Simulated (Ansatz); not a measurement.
The same path of CH$_{5}$NO$_{2}$SeSi (11 atoms, charge 0, multiplicity 1) was run twice with different band settings. The coordinate that changes most is the dihedral O6–Si2–Se3–H9.

Theory: Ansatz 0.2.0, RKS BHLYP-D4/def2-SVP.

Relaxed end points:

```xyz
11
Properties=species:S:1:pos:R:3
N -0.954 -1.423 0.500
Si 0.172 -0.216 0.182
Se 1.986 -0.534 1.478
O 0.703 0.198 -1.359
C 0.052 1.443 -1.232
O -0.547 1.292 0.039
H -0.711 -2.331 0.854
H -1.907 -1.355 0.184
H 1.208 -0.988 2.630
H -0.703 1.586 -2.013
H 0.767 2.272 -1.242
```

```xyz
11
Properties=species:S:1:pos:R:3
N -1.208 -1.515 0.397
Si -0.042 -0.307 0.350
Se 1.331 -0.688 2.091
O 0.817 0.117 -1.035
C 0.144 1.356 -1.057
O -0.708 1.205 0.057
H -1.061 -2.422 0.804
H -2.077 -1.433 -0.102
H 2.460 -0.050 1.420
H -0.428 1.488 -1.982
H 0.838 2.193 -0.922
```

Common settings: climbing image yes; spring 5.0 eV/Å²; optimiser quadratic models (default); start path through a guess of the saddle point; force threshold 0.03 eV/Å; end points relaxed.

| run | movable images | iteration limit |
| --- | --- | --- |
| 1 | 9 | 29 |
| 2 | 2 | 60 |

Task: What does each run give, and how far can it be trusted?

Result: Run 1: converged after 21 iterations, highest image 0.066 eV above the first end. The profile has 2 maxima (images 2, 7) with wells between them (image 4): this band takes more than one step, which may be the mechanism or a detour left from its start path. A vibrational analysis at the climbing image gives one clearly imaginary mode, 215i cm⁻¹: a first-order saddle point.
Run 2: converged after 18 iterations, highest image 0.065 eV above the first end. Another band between the same ends (9 images) ends at a top of the same energy, where a vibrational analysis finds 1 clearly imaginary mode. So few images can step over the top or miss a turn of the path.
